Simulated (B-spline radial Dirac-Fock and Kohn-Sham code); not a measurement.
Two-hole binding energies of V

System: neutral vanadium, [Ar] 3d5 (not the ground configuration).

Level of theory: ΔSCF Dirac-Fock with Breit, self-energy and vacuum polarisation, finite nucleus, configuration average; a radial atomic solver. U is the two-hole binding energy less the two single-hole energies, the effective repulsion of the holes after relaxation. Each two-hole energy is an average over J within one jj subconfiguration.

```
          holes  E(a) (eV)  E(b) (eV)  E(ab) (eV)  U (eV)
   1s⁻¹ 2p1/2⁻¹     5467.0      521.8      6062.7    73.9
   1s⁻¹ 3p1/2⁻¹     5467.0      43.11      5527.5    17.4
   1s⁻¹ 3p3/2⁻¹     5467.0      42.36      5526.6    17.2
   2s⁻¹ 2p1/2⁻¹      629.6      521.8      1190.2    38.8
   2s⁻¹ 2p3/2⁻¹      629.6      514.9      1183.1    38.6
2p1/2⁻¹ 2p3/2⁻¹      521.8      514.9      1084.8    48.1
        2p3/2⁻²      514.9      514.9      1079.0    49.2
   2s⁻¹ 3p1/2⁻¹      629.6      43.11       688.0    15.3
   2p1/2⁻¹ 3s⁻¹      521.8      73.81           ?       ?
   2p3/2⁻¹ 3s⁻¹      514.9      73.81       604.6    15.9
2p1/2⁻¹ 3p3/2⁻¹      521.8      42.36       579.8    15.6
2p3/2⁻¹ 3p1/2⁻¹      514.9      43.11       573.7    15.7
        3p1/2⁻²      43.11      43.11       100.7    14.5
        3p3/2⁻²      42.36      42.36       98.30    13.6
```

Task: Give the missing two-hole energy and U.

Result: E(ab) = 611.5 eV and U = 15.9 eV.

Values without a named source are computed, but for edge energies of neutral atoms, which are taken from tables.
